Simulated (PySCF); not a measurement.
Polarisability and C₆ of Sn(2+) (tin, charge +2)

[Kr] 4d9 5s2 5p1, one real determinant (an excited configuration). Calculation: PySCF 2.14, in aug-cc-pwCVDZ-PP with ECP28MDF (6s5p4d1f, 48 functions); scalar relativity through the core potential. Coupled (time-dependent) response in atomic units; α is the mean over directions. A double-zeta set is small for polarisabilities.

```tsv
method	mean α (bohr³)	α xx, yy, zz	C₆ (like pair)	S(−4)
UHF	17.44	17.52, 17.52, 17.27	110.1	97.66
PBE	15.94	15.71, 15.71, 16.40	98.23	77.68
PBE0	16.21	16.10, 16.10, 16.44	100.5	80.66
TPSS	16.32	16.19, 16.19, 16.58	101.7	81.34
B3LYP	15.90	15.69, 15.69, 16.33	97.90	77.26
```

S(−4) is the Cauchy moment in α(ω) = α(0) + S(−4) ω² + …

Spin-orbit coupling is absent.

α(iu) at B3LYP:

```
u (hartree)  α(iu) (bohr³)
          0          15.90
     0.0500          15.71
      0.100          15.17
      0.200          13.37
      0.300          11.25
      0.500          7.708
      0.750          5.098
       1.00          3.686
       1.50          2.326
       2.00          1.687
       3.00          1.058
       5.00         0.5345
```

For an ion, C₆ is the dispersion term alone; charge-induced terms of lower order in 1/R come first.

The components differ because the open shell of this determinant is not spherical; for a pure term their mean is the scalar polarisability.

⟨L²⟩ = 8.04 against 12 for a pure F term, so this real determinant mixes terms. Energies and moments cover only the electrons outside the core potential.
